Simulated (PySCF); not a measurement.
PySCF job for NbOCl2, SMILES [O]=[Nb]([Cl])[Cl] (connectivity only; charge and spin as stated), neutral, multiplicity 2, C-PCM-M06-2X/def2-SVP. Geometry optimised at B3LYP-D3(BJ)/def2-SVP. The multiplicity is an assumed one; other spin states were not compared. The isomer is the one that the SMILES or the coordinates give; other isomers of the formula were not compared. The def2 effective core potentials stand for the cores of Nb; spin–orbit coupling is left out.

```python
import numpy as np
from pyscf import gto, scf, dft
from pyscf.solvent import pcm

mol = gto.M(
    atom='''
    Nb    0.00000000    0.00000000    0.24379905
    O     0.00000000    0.00000000    1.93435736
    Cl    0.00000000    2.09218247   -0.74913588
    Cl    0.00000000   -2.09218247   -0.74913588
    ''',
    basis='def2-SVP',
    ecp={'Nb': 'def2-svp'},
    charge=0,
    spin=1,
    max_memory=1600,
    verbose=3,
)
mf = dft.UKS(mol, xc='m06-2x').density_fit(auxbasis='def2-universal-jkfit')
mf.grids.level = 4
mf.conv_tol = 1e-9
mf.max_cycle = 100
mf.kernel()
fine, coarse = mf.grids, dft.Grids(mol).set(level=1).build(with_non0tab=True)
for _ in range(3):  # follow internal instabilities
    mf.grids = coarse
    mo, _, stable, _ = mf.stability(return_status=True, nroots=4)
    mf.grids = fine
    if stable:
        break
    mf.kernel(mf.make_rdm1(mo, mf.mo_occ))
res = {}
for name, eps in {'water': 78.355, 'chlorobenzene': 5.6968, 'cyclohexanone': 15.619}.items():
    s = mf.PCM()
    s.with_solvent.method, s.with_solvent.eps, s.with_solvent.lebedev_order = 'C-PCM', eps, 29
    s.kernel(mf.make_rdm1())
    res[name] = (s.e_tot, eps, s.dip_moment(), s.mo_energy, s.converged)
    print(f'{name}: electrostatic solvation free energy {(s.e_tot - mf.e_tot) * 627.509474:.3f} kcal/mol')
```

It prints:

```

WARN: HOMO -0.559568753985051 >= LUMO -0.559568753985051


WARN: HOMO 0.0089098886719654 >= LUMO 0.00939170646014276

converged SCF energy = -1052.25552342882  <S^2> = 0.75555493  2S+1 = 2.0055472
<class 'pyscf.df.df_jk.DFUKS'> wavefunction is stable in the internal stability analysis

WARN: PCM is an experimental feature. It is still in testing.
Features and APIs may be changed in the future.

converged SCF energy = -1052.26512469462  <S^2> = 0.75493998  2S+1 = 2.0049339
Dipole moment(X, Y, Z, Debye): -0.00000,  0.00000, -1.35465
water: electrostatic solvation free energy -6.025 kcal/mol

WARN: PCM is an experimental feature. It is still in testing.
Features and APIs may be changed in the future.

converged SCF energy = -1052.26333374374  <S^2> = 0.75505149  2S+1 = 2.0050451
Dipole moment(X, Y, Z, Debye):  0.00000, -0.00000, -1.29237
chlorobenzene: electrostatic solvation free energy -4.901 kcal/mol

WARN: PCM is an experimental feature. It is still in testing.
Features and APIs may be changed in the future.

converged SCF energy = -1052.26455030872  <S^2> = 0.7549756  2S+1 = 2.0049694
Dipole moment(X, Y, Z, Debye): -0.00000, -0.00000, -1.33433
cyclohexanone: electrostatic solvation free energy -5.664 kcal/mol
```

The run converged.
